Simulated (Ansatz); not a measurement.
System: NbF, charge 0, multiplicity 5. SMILES: [F][Nb]
Geometry: optimised at B3LYP-D3(BJ)/def2-TZVP (Ansatz, a quantum-chemistry and plane-wave program).

Property: atomisation energy, in kcal/mol. Conventions: atomisation electronic, to ground-state atoms; valence correlation only (noble-gas shells and the d and f shells of earlier blocks); LANL2DZ with its own core potentials from Na on; no spin-orbit coupling; UHF or UKS for open shells; def2 sets with scalar-relativistic core potentials past Kr; 6-31G* and kin with 6d, 5d where marked. Ab initio and DFT rows: single points at B3LYP-D3(BJ) geometries (Ansatz). The spin state of an ion or metal species was assumed, not searched.

```json
[
 {"level": "HF/LANL2DZ", "program": "Ansatz", "atomisation energy (kcal/mol)": "73.3"},
 {"level": "HF/6-31G* with LANL2DZ past Ar", "program": "Ansatz", "atomisation energy (kcal/mol)": "81.4"},
 {"level": "SVWN5/6-31G* with LANL2DZ past Ar", "program": "Ansatz", "atomisation energy (kcal/mol)": "158.3"},
 {"level": "PBE/LANL2DZ", "program": "Ansatz", "atomisation energy (kcal/mol)": "131.0"},
 {"level": "PBE/def2-SVP", "program": "Ansatz", "atomisation energy (kcal/mol)": "145.2"},
 {"level": "PBE/6-31G* with LANL2DZ past Ar", "program": "Ansatz", "atomisation energy (kcal/mol)": "138.5"},
 {"level": "BLYP/6-31G* with LANL2DZ past Ar", "program": "Ansatz", "atomisation energy (kcal/mol)": "139.1"},
 {"level": "B3LYP/LANL2DZ", "program": "Ansatz", "atomisation energy (kcal/mol)": "123.6"},
 {"level": "B3LYP/def2-SVP", "program": "Ansatz", "atomisation energy (kcal/mol)": "138.5"},
 {"level": "B3LYP/6-31G* with LANL2DZ past Ar", "program": "Ansatz", "atomisation energy (kcal/mol)": "131.0"},
 {"level": "PBE0/6-31G* with LANL2DZ past Ar", "program": "Ansatz", "atomisation energy (kcal/mol)": "126.1"},
 {"level": "MP2/LANL2DZ", "program": "Ansatz", "atomisation energy (kcal/mol)": "115.5"},
 {"level": "MP2/6-31G* with LANL2DZ past Ar", "program": "Ansatz", "atomisation energy (kcal/mol)": "128.9"},
 {"level": "PBE0/def2-TZVPD", "program": "Ansatz", "atomisation energy (kcal/mol)": "131.5"},
 {"level": "wB97X-V/def2-TZVPD", "program": "Ansatz", "atomisation energy (kcal/mol)": "139.5"}
]
```

No value to compare with is used here. The 13 habitual levels span 73.3 (HF/LANL2DZ) to 158.3 kcal/mol (SVWN5/6-31G* with LANL2DZ past Ar); PBE0/def2-TZVPD gives 131.5.

The levels are drawn from those run, B3LYP/6-31G* more often than the rest, none by its result; left out are runs that failed, that the program found above a lower state of the same kind, or whose <S^2> lies over 0.5 above the pure value.
